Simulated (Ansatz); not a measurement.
System: ScO, charge 0, multiplicity 2. The spin state was set by rule; other spins were not relaxed. 
Geometry from a B3LYP-D3(BJ)/def2-TZVP (Ansatz, a quantum-chemistry and plane-wave program) optimisation:
SMILES: [O]=[Sc]
```xyz
2

Sc     0.0000     0.0000    -0.4583
O      0.0000     0.0000     1.2031
```
Charge 0, spin multiplicity 2.

Dipole moments at this geometry, in debye (magnitudes).

```json
[
 {"level": "SVWN5/def2-TZVPD", "program": "Ansatz", "dipole (D)": "3.73"},
 {"level": "PBE/def2-TZVPD", "program": "Ansatz", "dipole (D)": "3.52"},
 {"level": "BLYP/def2-TZVPD", "program": "Ansatz", "dipole (D)": "3.73"},
 {"level": "revPBE/def2-TZVPD", "program": "Ansatz", "dipole (D)": "3.41"},
 {"level": "B97M-V/def2-TZVPD", "program": "Ansatz", "dipole (D)": "3.80"},
 {"level": "B3LYP/def2-TZVPD", "program": "Ansatz", "dipole (D)": "3.99"},
 {"level": "PBE0/def2-TZVPD", "program": "Ansatz", "dipole (D)": "3.80"},
 {"level": "BHLYP/def2-TZVPD", "program": "Ansatz", "dipole (D)": "4.34"},
 {"level": "r2SCANh/def2-TZVPD", "program": "Ansatz", "dipole (D)": "3.74"},
 {"level": "CAM-B3LYP/def2-TZVPD", "program": "Ansatz", "dipole (D)": "4.11"},
 {"level": "LC-wPBE/def2-TZVPD", "program": "Ansatz", "dipole (D)": "3.66"},
 {"level": "wB97M-V/def2-TZVPD", "program": "Ansatz", "dipole (D)": "3.89"},
 {"level": "wB97X-V/def2-TZVPD", "program": "Ansatz", "dipole (D)": "3.82"},
 {"level": "CCSD(T)/def2-SVPD", "program": "Ansatz", "dipole (D)": "3.52"}
]
```
